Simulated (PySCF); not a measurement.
All of these have the formula C4H11BO2. Level of theory: PySCF 2.14.0, density-fitted response routines, TDDFT B3LYP/def2-SVPD, vertical, gas phase, core orbitals frozen in the response. Geometries: PBE0-D3(BJ)/def2-SVP; one conformer of each isolated species. Triplets are in the Tamm–Dancoff approximation.

Question: Rank by computed lowest singlet excitation energy, highest first.
A. `COBCCOC`
B. `CCCCB(O)O`
C. `CCCOBOC`
D. `CCCOB(C)O`
E. `O[BH2-][O+]1CCCC1`

Answer: C (7.49 eV), D (7.21 eV), B (6.98 eV), E (6.56 eV), A (6.13 eV).

```json
{"SMILES": "CCCOBOC", "S1 (eV)": "7.49", "f (S1)": "0.006", "gap (eV)": "8.33", "HOMO (eV)": "-7.95", "LUMO (eV)": "0.37", "S1 mainly": "H→L (85%)"}
{"SMILES": "CCCOB(C)O", "S1 (eV)": "7.21", "f (S1)": "0.004", "gap (eV)": "8.15", "HOMO (eV)": "-8.15", "LUMO (eV)": "0.00", "S1 mainly": "H→L (98%)"}
{"SMILES": "CCCCB(O)O", "S1 (eV)": "6.98", "f (S1)": "0.056", "gap (eV)": "7.66", "HOMO (eV)": "-8.29", "LUMO (eV)": "-0.63", "S1 mainly": "H→L (99%)"}
{"SMILES": "O[BH2-][O+]1CCCC1", "S1 (eV)": "6.56", "f (S1)": "0.002", "gap (eV)": "7.34", "HOMO (eV)": "-7.30", "LUMO (eV)": "0.04", "S1 mainly": "H→L (84%)"}
{"SMILES": "COBCCOC", "S1 (eV)": "6.13", "f (S1)": "0.004", "gap (eV)": "6.85", "HOMO (eV)": "-7.03", "LUMO (eV)": "-0.18", "S1 mainly": "H→L (100%)"}
```

H and L stand for HOMO and LUMO.

Without π bonds the low states are Rydberg-like; a valence basis with one diffuse set may place them up to an eV too high.
